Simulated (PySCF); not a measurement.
# Ions at one geometry of LaOF

PySCF 2.14.0, RKS PBE0, La def2-SVP with ECP46, O def2-SVP, F def2-SVP; non-relativistic Hamiltonian with scalar-relativistic core potentials where named; density fitting; no spin-orbit coupling; singlets restricted, open shells unrestricted. The geometry is relaxed for charge 0, singlet, vacuum:

```xyz
3

La    0.0391    0.0000   -0.3956
O     1.6163    0.0000    0.7353
F    -1.7437    0.0000    0.8204
```

Energies count from the relaxed state; an electron taken off or put on is at rest in vacuum. Charges and spins are Mulliken's.

```tsv
state	energy (eV)	spin squared	charge on La1 (e)	spin on La1 (e)	dipole about the centre of mass (D)
charge 0, singlet, vacuum	0.00	0.00	0.89	0.00	7.64
charge +1, doublet, vacuum	8.54	0.76	1.50	0.10	6.15
```

Q: What does the state charge -1, doublet, vacuum give?

A: energy (eV) -0.80, spin squared 0.75, charge on La1 (e) -0.04, spin on La1 (e) 1.03, dipole about the centre of mass (D) 1.48.

With an electron taken off (doublet) the charges change, summed by element, by La +0.61 e, O +0.29 e, F +0.10 e. The vertical ionisation energy is 8.54 eV, against −ε(HOMO) = 6.43 eV of the relaxed state. The level lies 2.1 eV too high, as is usual for semilocal functionals and global hybrids, which keep a self-interaction error.

With an electron put on (doublet) the charges change, summed by element, by La -0.93 e, O -0.05 e, F -0.03 e. The vertical electron affinity is 0.80 eV, against −ε(LUMO) = 1.90 eV of the relaxed state. The basis has no diffuse functions, which an added electron needs. The added electron's level lies above zero.

Open shells may have lower solutions than those found.
